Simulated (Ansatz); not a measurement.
## Worked example: C5H12 + C2H4ClI → C4H9I + C3H7Cl

Species: C5H12 `CC(C)(C)C`, singlet; C2H4ClI `CC(Cl)I`, singlet; C4H9I (tert-butyl iodide) `CC(C)(C)I`, singlet; C3H7Cl (2-chloropropane) `CC(C)Cl`, singlet. The partners trade CH3 for I; both sit on C, so the bond types are kept.

Shapes, held fixed at every level: PBE0-D4/def2-TZVP. Programs: Ansatz 0.2.0. Electronic energies: no zero-point or thermal term.

At CCSD(T)/def2-TZVPP; 1 Eh = 2625.50 kJ/mol:

| species | energy (Eh) |
| --- | --- |
| C5H12 | -197.402711 |
| C2H4ClI | -835.340602 |
| C4H9I | -454.705305 |
| C3H7Cl | -578.048936 |

Q: Work out ΔE of the reaction at this level.

A: 
1. Products less reactants: (-454.705305) + (-578.048936) − [(-197.402711) + (-835.340602)] = -0.010928 Eh = -28.7 kJ/mol.

Other levels give -29.9 (CCSD(T)/def2-SVP) to -26.1 kJ/mol (SPW92/def2-TZVPP). No measured value is set beside it here. For atoms past krypton def2 sets carry core potentials with scalar relativity. Outer-core shells of I are correlated in most correlated rows, in sets that cover them unevenly.
